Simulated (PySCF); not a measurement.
Geometry (Å), atoms numbered from 1 in this order:
```xyz
21

C    -0.5346   -3.7360    0.3379
C    -0.2959   -2.5502    0.4095
C    -0.0241   -1.1148    0.4717
C    -1.3554   -0.3306    0.4624
C    -1.1783    1.1402    0.6571
C    -1.4698    2.0739   -0.2509
C     0.9133   -0.6674   -0.6593
B     1.5426    0.7667   -0.4829
O     1.7398    1.5321   -1.5966
O     1.9548    1.1348    0.7697
H    -0.7409   -4.7882    0.2798
H     0.4811   -0.9155    1.4344
H    -1.8739   -0.5277   -0.4900
H    -1.9961   -0.7325    1.2655
H    -0.7623    1.4505    1.6235
H    -1.3205    3.1381   -0.0479
H    -1.8711    1.8073   -1.2338
H     1.7626   -1.3717   -0.7144
H     0.3982   -0.7432   -1.6303
H     2.1613    2.3818   -1.4374
H     2.3595    2.0049    0.8299
```

Geometry: PBE0-D3(BJ)/def2-SVP; GIAO shifts from PySCF 2.14.0 with density-fitted response routines, gas phase, non-relativistic, averaged over equivalent atoms.

At PBE0/pcSseg-1 (225 basis functions, 37 s wall time on 1 thread of an Arm Neoverse V2, shared host):
```csv
atoms,δ (ppm)
C5,148.2
C6,126.7
C2,93.9
C1,73.2
C4,46.5
C3,27.1
C7,22.8
B8,29.9
O9/O10,127.4
H15,5.94
H17,5.42
H16,5.13
H12,2.61
H14,2.57
H20/H21,2.57
H11,1.87
H13,1.79
H18,1.02
H19,0.69
```

Referencing at the same level of theory: TMS for $^{13}$C (σ = 184.41 ppm), $^{1}$H (σ = 31.27 ppm); BF3·OEt2 for $^{11}$B (σ = 100.73 ppm); $^{17}$O (σ = 334.56 ppm) vs H2O.

Problem. Predict the values at B3LYP/pcSseg-1 on the same geometry.

Solution. 
```tsv
atoms	δ at B3LYP/pcSseg-1	change
C5	149.4	+1.2
C6	125.6	-1.1
C2	93.2	-0.7
C1	70.4	-2.8
C4	48.1	+1.6
C3	28.4	+1.3
C7	23.9	+1.1
B8	30.4	+0.5
O9/O10	129.7	+2.3
H15	5.88	-0.06
H17	5.29	-0.13
H16	4.98	-0.15
H12	2.59	-0.02
H14	2.58	+0.01
H20/H21	2.52	-0.05
H11	1.77	-0.10
H13	1.76	-0.03
H18	1.01	-0.01
H19	0.66	-0.03
```

Shifts are taken against calculated references (same method and geometry level): $^{13}$C (179.24 ppm), $^{1}$H (31.38 ppm) vs TMS; $^{11}$B (97.83 ppm) against BF3·OEt2; H2O for $^{17}$O (334.04 ppm).

The largest change is at C1 (terminal alkyne carbon). Cost: 225 basis functions, 39 s wall time on 1 thread of an Arm Neoverse V2, shared host. The order of the carbon signals is the same at both levels.

A carbon bonded to boron is broadened by the quadrupolar boron nucleus and is often missing from a measured spectrum. Experimental scales use liquid or dissolved standards, which lie at an offset from isolated H2O (liquid H2O: subtract about 36 ppm).
